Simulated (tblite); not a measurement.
Compound: C₆H₁₀F₃OP.
Numbering: `[O:1]=[P@@H:2]1[CH2:3][CH2:4][CH2:5][CH2:6][C@@H:7]1[C:8]([F:9])([F:10])[F:11]` (hydrogens: H12 on P2; H13, H14 on C3; H15, H16 on C4; H17, H18 on C5; H19, H20 on C6; H21 on C7)

Cartesian coordinates in Å at the GFN2-xTB level; atoms count from 1:
```
atom  x, y, z in Å
O1     0.2640   -0.8180    2.2473
P2     0.2037   -1.2242    0.8480
C3     1.7187   -0.9120   -0.1269
C4     1.8956    0.6021   -0.2195
C5     0.7549    1.2682   -0.9877
C6    -0.5822    1.1554   -0.2568
C7    -1.0386   -0.2985   -0.1629
C8    -2.3566   -0.4482    0.5562
F9    -2.4428    0.2716    1.6710
F10   -3.4096   -0.0950   -0.2055
F11   -2.5580   -1.7346    0.8998
H12   -0.1302   -2.5602    0.6312
H13    2.5582   -1.3628    0.4069
H14    1.6454   -1.3646   -1.1160
H15    2.8446    0.8295   -0.7104
H16    1.9340    1.0114    0.7933
H17    0.9889    2.3261   -1.1190
H18    0.6707    0.8203   -1.9815
H19   -1.3421    1.7486   -0.7728
H20   -0.4749    1.5498    0.7580
H21   -1.1527   -0.7478   -1.1534
```

Computed values, GFN2-xTB/tblite, gas phase, harmonic and unscaled. Against measured fundamentals such values can be off by several per cent, at times by over 20. Modes of hydrogen on phosphorus can be 10 to 20 % off. One conformer, not necessarily the lowest.

Harmonic wavenumbers (cm⁻¹): 51.5, 82.3, 121.7, 149.0, 194.2, 211.3, 270.7, 289.7, 346.7, 352.9, 398.5, 433.5, 475.5, 502.0, 521.3, 616.9, 697.1, 704.0, 782.5, 839.0, 871.6, 881.6, 906.1, 922.9, 945.2, 996.6, 1018.2, 1030.9, 1044.4, 1056.4, 1116.6, 1128.6, 1155.1, 1193.1, 1197.1, 1219.6, 1249.3, 1263.3, 1273.2, 1303.5, 1337.5, 1350.9, 1351.3, 1424.1, 1467.8, 1478.2, 1488.5, 2287.9, 2948.6, 2960.6, 2964.9, 2965.2, 2970.5, 2975.8, 2979.9, 2984.4, 2995.0.

A = 1594, B = 771.0, C = 631.8 MHz; mass 186.042 u (most abundant isotopes); point group C1, symmetry number 1.

What is the zero-point energy?

½Σν̃ = 34372 cm⁻¹ = 411.19 kJ/mol.

Entropy at 400 K, 1 bar (ideal gas, RRHO, classical rotation)?

Translation 180.14, rotation 130.88, vibration 180.01: S = 491.0 J/(mol K).

And Cp and H(400 K) − H(0)?

Cp = 233.08 J/(mol K), of which vibrations give 199.82 (their classical limit is 57 R = 473.9); H(400 K) − H(0) = 52.38 kJ/mol without the zero-point energy, 39.07 from vibrations.

Blend soft modes into free rotors: weight 1/[1 + (100 cm⁻¹/ν̃)⁴] for the oscillator and the rest for a rotor with moment μB/(μ + B), μ = h/(8π²ν), B = 10⁻⁴⁴ kg m². What vibrational entropy results?

169.62 J/(mol K) in place of 180.01, which changes −T·S at 400 K by +4.16 kJ/mol.

How do the functions run with temperature in this model?

```json
{"T (K)": "50", "S (J/(mol K))": "252.6", "Cp (J/(mol K))": "53.1", "H − H(0) (kJ/mol)": "2.03", "G − H(0) (kJ/mol)": "-10.60", "ln q(vib)": "0.41"}
{"T (K)": "100", "S (J/(mol K))": "297.7", "Cp (J/(mol K))": "79.9", "H − H(0) (kJ/mol)": "5.36", "G − H(0) (kJ/mol)": "-24.41", "ln q(vib)": "1.50"}
{"T (K)": "298.15", "S (J/(mol K))": "430.3", "Cp (J/(mol K))": "181.8", "H − H(0) (kJ/mol)": "31.20", "G − H(0) (kJ/mol)": "-97.09", "ln q(vib)": "6.94"}
{"T (K)": "373.15", "S (J/(mol K))": "475.3", "Cp (J/(mol K))": "220.2", "H − H(0) (kJ/mol)": "46.29", "G − H(0) (kJ/mol)": "-131.06", "ln q(vib)": "9.11"}
{"T (K)": "500", "S (J/(mol K))": "547.8", "Cp (J/(mol K))": "275.5", "H − H(0) (kJ/mol)": "77.88", "G − H(0) (kJ/mol)": "-196.00", "ln q(vib)": "12.85"}
{"T (K)": "750", "S (J/(mol K))": "674.7", "Cp (J/(mol K))": "349.1", "H − H(0) (kJ/mol)": "156.76", "G − H(0) (kJ/mol)": "-349.25", "ln q(vib)": "20.09"}
{"T (K)": "1000", "S (J/(mol K))": "781.8", "Cp (J/(mol K))": "394.3", "H − H(0) (kJ/mol)": "250.11", "G − H(0) (kJ/mol)": "-531.68", "ln q(vib)": "26.87"}
```

q(vib) and H(0) count from the zero-point level.

Hindered rotation and anharmonicity are outside this model. Other conformers, if any are populated, would add a mixing term that is left out. The structure is chiral; the term R ln 2 for an equal mix with its mirror image is left out.
